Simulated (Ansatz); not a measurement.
Basis-set extrapolation for `CBN[SiH2]C` (PBE0-D4/def2-TZVP geometry, frozen core, Ansatz 0.2.0). Multiplicity 1, RHF reference.

```json
{"": "HF", "def2-TZVPP": "-449.784468", "def2-QZVPP": "-449.801605"}
{"": "MP2 correlation", "def2-TZVPP": "-0.797261", "def2-QZVPP": "-0.850177"}
{"": "CCSD(T) correlation", "def2-TZVPP": "-0.889991", "def2-QZVPP": "not run"}
```

Energies in hartree. Use E(X) = E(∞) + A·exp(−7.88·√X) for Hartree–Fock and E(X) = E(∞) + B·X^(−2.97) for correlation, with X = 3 and 4, and add CCSD(T) minus MP2 of the smaller set to the MP2 limit.

Task: What is the CCSD(T) energy at the basis-set limit?

Result: HF limit: -449.801605 + (-0.017137) × 0.13774 = -449.80397. MP2 limit: -0.850177 + (-0.052916) × 0.74074 = -0.88937. Higher-order term: -0.889991 − (-0.797261) = -0.09273. Total: -450.78607 hartree, 293.0 kJ/mol below CCSD(T)/def2-TZVPP.
